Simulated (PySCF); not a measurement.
Working out the ionisation energy of S²⁺

S²⁺ [Ne] 3s2 3p2 (3P) → S³⁺ [Ne] 3s2 3p1 (2P). Calculation: PySCF 2.14, in 6-31G* (4s3p1d, 18 functions); the non-relativistic Hamiltonian (point nucleus). Frozen: [Ne]. Energies in hartree (1 hartree = 27.21139 eV):

| part | S²⁺ (lower) | S³⁺ (upper) |
| --- | --- | --- |
| UHF | -396.302496 | -395.043864 |
| CCSD correlation | -0.073522 | -0.062586 |
| (T) | -0.000830 | -0.000599 |

Question: What does Hartree-Fock give?

Answer: (-395.043864) − (-396.302496) = 1.258632 hartree = 34.249 eV.

Question: What do CCSD and CCSD(T) give?

Answer: The CCSD correlation energies differ by 0.010936 hartree = 0.298 eV and the triples by 0.000231 hartree = 0.006 eV, so CCSD gives 34.547 eV and CCSD(T) 34.553 eV.

Reference: 34.86 ± 0.04 eV (semi-empirical (NIST evaluation); NIST Atomic Spectra Database, ionization energies), between the lowest levels; spin-orbit coupling is absent from the calculation.

What remains against the reference includes basis incompleteness, the frozen core and higher excitations.
